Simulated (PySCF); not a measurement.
CHOS (SMILES O=C=[SH+]), charge +1, singlet, at a GFN2-xTB geometry; CAMB3LYP/6-31G (PySCF).

PySCF was given this input:
```python
from pyscf import gto, scf, dft

mol = gto.M(
    atom='''
O    -0.341805    0.101021   -1.687045
C    -0.131217    0.040980   -0.583260
S     0.275850   -0.094739    0.974709
H    -0.891865    0.461767    1.400571
''',
    basis='6-31g',
    charge=1,
    spin=0,
    verbose=4,
)

mf = dft.RKS(mol)
mf.xc = 'camb3lyp'
mf.diis_space = 2
mf.kernel()
```

Q: What does PySCF print? Leave out banner, timings and long lists.

A: 
```
PySCF version 2.14.0

[INPUT] verbose = 4
[INPUT] num. atoms = 4
[INPUT] num. electrons = 30
[INPUT] charge = 1
[INPUT] spin (= nelec alpha-beta = 2S) = 0
[INPUT] symmetry False subgroup None
[INPUT] Mole.unit = angstrom
[INPUT] Symbol           X                Y                Z      unit          X                Y                Z       unit  Magmom
[INPUT]  1 O     -0.341805000000   0.101021000000  -1.687045000000 AA   -0.645917838007   0.190902022830  -3.188053009817 Bohr   0.0
[INPUT]  2 C     -0.131217000000   0.040980000000  -0.583260000000 AA   -0.247964192887   0.077440976585  -1.102201659414 Bohr   0.0
[INPUT]  3 S      0.275850000000  -0.094739000000   0.974709000000 AA    0.521280951461  -0.179030763315   1.841933061149 Bohr   0.0
[INPUT]  4 H     -0.891865000000   0.461767000000   1.400571000000 AA   -1.685380590085   0.872613163362   2.646695608008 Bohr   0.0

nuclear repulsion = 87.7584106767063
number of shells = 19
number of NR pGTOs = 94
number of NR cGTOs = 33
basis = 6-31g
ecp = {}

******** <class 'pyscf.dft.rks.RKS'> ********
method = RKS
initial guess = minao
damping factor = 0
level_shift factor = 0
DIIS = <class 'pyscf.scf.diis.CDIIS'>
diis_start_cycle = 1
diis_space = 2
diis_damp = 0
SCF conv_tol = 1e-09
SCF conv_tol_grad = None
SCF max_cycles = 50
direct_scf = True
direct_scf_tol = 1e-13
XC library pyscf.dft.libxc version 7.1.2
    S. Lehtola, C. Steigemann, M. J. T. Oliveira, and M. A. L. Marques,  SoftwareX 7, 1–5 (2018)
XC functionals = camb3lyp
    T. Yanai, D. P. Tew, and N. C. Handy,  Chem. Phys. Lett. 393, 51 (2004)
radial grids:
    Treutler-Ahlrichs [JCP 102, 346 (1995); DOI:10.1063/1.469408] (M4) radial grids

becke partition: Becke, JCP 88, 2547 (1988); DOI:10.1063/1.454033
pruning grids: <function nwchem_prune>
grids dens level: 3
symmetrized grids: False
atomic radii adjust function: <function treutler_atomic_radii_adjust>
small_rho_cutoff = 0
Set gradient conv threshold to 3.16228e-05
Initial guess from minao.
tot grids = 56888
init E= -512.576661605622
  HOMO = -0.339716062210048  LUMO = -0.0561130092129218  gap/eV = 7.71723
cycle= 1 E= -511.43918586555  delta_E= 1.14  |g|= 0.816  |ddm|= 2.29
  HOMO = -0.669340489738805  LUMO = -0.336727035926547  gap/eV = 9.05087
cycle= 2 E= -510.991451764881  delta_E= 0.448  |g|= 1.82  |ddm|= 1.69
  HOMO = -0.661167183145484  LUMO = -0.340733277071269  gap/eV = 8.71945
cycle= 3 E= -511.611796820368  delta_E= -0.62  |g|= 0.12  |ddm|= 1.03
  HOMO = -0.65025779358893  LUMO = -0.273833139918918  gap/eV = 10.24304
cycle= 4 E= -511.611873573719  delta_E= -7.68e-05  |g|= 0.12  |ddm|= 0.267
  HOMO = -0.645309505471086  LUMO = -0.294347364179521  gap/eV = 9.55017
cycle= 5 E= -511.616137501496  delta_E= -0.00426  |g|= 0.0194  |ddm|= 0.146
  HOMO = -0.647936556216341  LUMO = -0.296868146178646  gap/eV = 9.55306
cycle= 6 E= -511.616035709774  delta_E= 0.000102  |g|= 0.0312  |ddm|= 0.0294
  HOMO = -0.648027017284442  LUMO = -0.295275612206764  gap/eV = 9.59885
cycle= 7 E= -511.616215166832  delta_E= -0.000179  |g|= 0.00342  |ddm|= 0.0184
  HOMO = -0.647079285344055  LUMO = -0.295883481412111  gap/eV = 9.55652
cycle= 8 E= -511.616214267175  delta_E= 9e-07  |g|= 0.00414  |ddm|= 0.0095
  HOMO = -0.647435959717141  LUMO = -0.295428306856858  gap/eV = 9.57862
cycle= 9 E= -511.616219014343  delta_E= -4.75e-06  |g|= 0.000766  |ddm|= 0.0046
  HOMO = -0.647550092269795  LUMO = -0.295405333939434  gap/eV = 9.58235
cycle= 10 E= -511.616218964887  delta_E= 4.95e-08  |g|= 0.000926  |ddm|= 0.00114
  HOMO = -0.647495317287162  LUMO = -0.295461830943289  gap/eV = 9.57932
cycle= 11 E= -511.616219138213  delta_E= -1.73e-07  |g|= 0.000128  |ddm|= 0.000761
  HOMO = -0.647504992087403  LUMO = -0.295417742744622  gap/eV = 9.58078
cycle= 12 E= -511.616219137695  delta_E= 5.18e-10  |g|= 0.000173  |ddm|= 0.00029
  HOMO = -0.64750010308694  LUMO = -0.295432979567506  gap/eV = 9.58023
cycle= 13 E= -511.616219143873  delta_E= -6.18e-09  |g|= 6.86e-05  |ddm|= 0.000156
  HOMO = -0.647497915042518  LUMO = -0.295442250772332  gap/eV = 9.57992
cycle= 14 E= -511.616219144318  delta_E= -4.45e-10  |g|= 5.03e-05  |ddm|= 9.18e-05
  HOMO = -0.647501914229904  LUMO = -0.295432758111125  gap/eV = 9.58029
cycle= 15 E= -511.616219144812  delta_E= -4.94e-10  |g|= 2.84e-05  |ddm|= 7.07e-05
  HOMO = -0.647498930171067  LUMO = -0.295438544576316  gap/eV = 9.58005
Extra cycle  E= -511.616219144473  delta_E= 3.39e-10  |g|= 5.16e-05  |ddm|= 6.26e-05
converged SCF energy = -511.616219144473
```
